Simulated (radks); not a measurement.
All-electron atom: the tin ion Sn14+ in [Kr]. Calculated with a radial shooting solver on a logarithmic mesh with Libxc functionals: scalar-relativistic Kohn-Sham, exchange-only LDA, spin-polarised, spherical densities, point nucleus.

Normalised radial functions P(r) = r R(r), r in bohr:

r,3p,3d,4s
0.001463,0.0045,0.0000,0.0844
0.002114,0.0086,0.0000,0.1149
0.003079,0.0168,0.0001,0.1546
0.004449,0.0321,0.0004,0.2018
0.006479,0.0617,0.0011,0.2549
0.009362,0.1152,0.0029,0.3019
0.01363,0.2118,0.0082,0.3239
0.01986,0.3722,0.0225,0.2852
0.02869,0.6027,0.0581,0.1489
0.04179,0.8824,0.1442,-0.1068
0.06038,1.0716,0.3248,-0.4004
0.08794,0.9174,0.6654,-0.5264
0.1271,0.1826,1.1566,-0.2204
0.1851,-1.0100,1.6588,0.4624
0.2695,-1.8486,1.8140,0.7898
0.3894,-1.6328,1.4092,0.0752
0.5672,-0.7558,0.6886,-1.0958
0.8195,-0.1665,0.1853,-1.2899
1.193,-0.0125,0.0200,-0.5637
1.724,-0.0002,0.0007,-0.0878
2.511,0.0000,0.0000,-0.0032

3p: eigenvalue -1012.3 eV, 1 radial node at r = 0.135 bohr, <r> = 0.336 bohr, 90 % of the charge inside 0.504 bohr. 3d: eigenvalue -789.44 eV, 0 radial nodes, <r> = 0.311 bohr, 90 % of the charge inside 0.490 bohr. 4s: eigenvalue -416.52 eV, 3 radial nodes at r = 0.0363, 0.145, 0.399 bohr, <r> = 0.757 bohr, 90 % of the charge inside 1.08 bohr.
